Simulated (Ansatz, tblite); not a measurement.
Cost and result up the ladder for B2(OH)4 (B₂O₄H₄) (10 atoms). Total charge 0; singlet. Geometry: PBE-D4/def2-SVP.

```xyz
10

B    -0.856    0.379    0.667
O    -1.537   -0.455    1.519
O    -1.257    1.693    0.657
B     0.431   -0.191   -0.336
O     0.768   -1.526   -0.263
O     1.060    0.716   -1.161
H    -1.176   -1.356    1.448
H    -0.713    2.193    0.024
H     1.500   -1.805   -0.846
H     1.781    0.352   -1.710
```

Ansatz on 2 threads of AMD EPYC 7R13 on a shared host; xTB runs through tblite on one thread. Times are rough, summed over both states, and most runs start from the orbitals of an earlier one. PBE0-D4/def2-TZVP serves as the yardstick here, not as an exact answer. The other state is a doublet.

The xTB rows come from tblite.

Raw xTB energies of ions are shifted by several eV.

```json
{"level": "GFN2-xTB", "functions": "28", "wall time": "0.008 s", "vertical IE (eV)": "13.73", "difference from PBE0-D4/def2-TZVP (eV)": "3.24"}
{"level": "GFN1-xTB", "functions": "32", "wall time": "0.011 s", "vertical IE (eV)": "14.90", "difference from PBE0-D4/def2-TZVP (eV)": "4.41"}
{"level": "PBE-D4/def2-TZVP (with forces)", "functions": "210", "wall time": "9.2 s", "vertical IE (eV)": "10.07", "difference from PBE0-D4/def2-TZVP (eV)": "-0.41"}
{"level": "revPBE-D4/def2-TZVP", "functions": "210", "wall time": "9.3 s", "vertical IE (eV)": "10.04", "difference from PBE0-D4/def2-TZVP (eV)": "-0.44"}
{"level": "PBE0-D4/def2-TZVP", "functions": "210", "wall time": "14 s", "vertical IE (eV)": "10.49", "difference from PBE0-D4/def2-TZVP (eV)": "0.00"}
```
